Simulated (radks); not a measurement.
The numbers below are computed, except where a source is named.
Question: Ionisation of the phosphorus ion P+, [Ne] 3s2 3p2, to [Ne] 3s2 3p1 as the strength of local exchange is varied. Code: a radial shooting solver on a logarithmic mesh with Libxc functionals. Model: Dirac Kohn-Sham, Slater X-alpha exchange (alpha = 2/3 is LDA exchange), no correlation, spin-unpolarised, spherical densities, finite nucleus; open shells fill j = l - 1/2 first; Fermi nuclear charge, rms radius 3.1889 fm.

alpha  E(P+) (hartree)  exchange (hartree)  IE (eV)  -e of the level emptied (eV)  <r> of it (bohr)
0.572       -336.44311           -17.42026   16.949                12.127 (3p1/2)             2.214
0.61        -337.60201           -18.62924   17.374                12.516 (3p1/2)             2.191
0.667       -339.34640           -20.45475   18.021                13.111 (3p1/2)             2.159
0.679       -339.71456           -20.84091   18.158                13.238 (3p1/2)             2.152
0.756       -342.08457           -23.33401   19.055                14.066 (3p1/2)             2.110
0.831       -344.40571           -25.78768   19.949                14.897 (3p1/2)             2.071
1.029       -350.59369           -32.38538   22.410                17.199 (3p1/2)             1.977
x           -339.31573           -20.42260   18.009                13.100 (3p1/2)             2.159

Which alpha was used in the last row?

Answer: alpha = 0.666. NIST Atomic Spectra Database: 19.769 eV (semi-empirical). The Delta-SCF value meets it near alpha = 0.82. Spin polarisation and multiplet splitting are left out, so open shells lie too high by an amount that depends on their filling.

Beside tabulated values, note that spin-unpolarised runs miss the spin-polarisation part of the exchange energy of open shells.
